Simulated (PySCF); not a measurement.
# A series of tetrahedral complexes of Different ions with SH ligands

All values are computed with PySCF: state-averaged CASSCF of the d shell with SC-NEVPT2, spin-free X2C, triple-zeta basis on the metal and double-zeta on the ligands, mean-field spin-orbit coupling; DFT geometries.

| complex | point group | M–L / Å | L–M–L / ° | solvent |
| --- | --- | --- | --- | --- |
| [Co(SH)4]2- | S4 | 2.35 | 107–114 | water |
| [Fe(SH)4]2- | S4 | 2.38 | 107–114 | water |
| [Mn(SH)4]2- | S4 | 2.45 | 108–113 | water |
| [V(SH)4]- | S4 | 2.31 | 108–110 | dichloromethane |

(1) Rank by the spin-orbit constant ζ, lowest first.
A. [Co(SH)4]2-
B. [V(SH)4]-
C. [Mn(SH)4]2-
D. [Fe(SH)4]2-

(2) What are the ground states and moments?

In [Co(SH)4]2-, [Fe(SH)4]2-, [Mn(SH)4]2-, [V(SH)4]- the symmetry is lower than cubic, so the total splitting isn't 10Dq alone: it holds the effect of the lower symmetry too.

## Answers

(1) B (161 cm⁻¹), C (297 cm⁻¹), D (390 cm⁻¹), A (501 cm⁻¹).

(2) 
```csv
complex,shell,ground state (NEVPT2),total orbital splitting (CASSCF fit) / cm⁻¹,μeff(300 K) / μB
[Co(SH)4]2-,d7,4B (from 4A2),4280,4.56
[Fe(SH)4]2-,d6,5B (from 5E),4863,5.10
[Mn(SH)4]2-,d5,6A (from 6A1),4299,5.92
[V(SH)4]-,d2,3B (from 3A2),7076,2.81
```
